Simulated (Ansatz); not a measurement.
`CO[C](=N)[SnH3]` + silanol → `[SiH3][O][SnH3]` + `COC=N`  (ligand exchange at the Sn–C bond)

Isolated molecules relaxed with PBE0-D4/def2-TZVP in Ansatz; ΔE leaves out vibrations. CCSD(T)/CBS is the MP2 limit (def2-TZVPP, def2-QZVPP) plus CCSD(T) − MP2 in def2-TZVPP, frozen cores. Functionals use def2-TZVPP. def2 core potentials past Kr. For Sn outer-core shells are correlated without core-valence functions, which leaves a few kJ/mol of doubt a bond. One conformer a species, not always the lowest.

CCSD(T)/CBS gives -72.0 kJ/mol.

Task: Another level gave -73.7 kJ/mol. Which?
A. MP2/def2-TZVPP
B. HF/def2-TZVPP
C. PBE-D4/def2-TZVPP
D. B2PLYP/def2-TZVPP

Result: D. B2PLYP -73.7, MP2/def2-TZVPP -67.8, HF/def2-TZVPP -94.3, PBE-D4 -60.6 kJ/mol.

Largest T1 diagnostic among the species: 0.014.

In def2-TZVPP, CCSD(T) changes the Hartree–Fock value by +26.4 kJ/mol (the triples alone add +3.7 kJ/mol) and MP2 by +26.5 kJ/mol. From PBE to PBE0 (25 % exact exchange), in def2-TZVPP and without D4, ΔE moves by −5.0 kJ/mol.
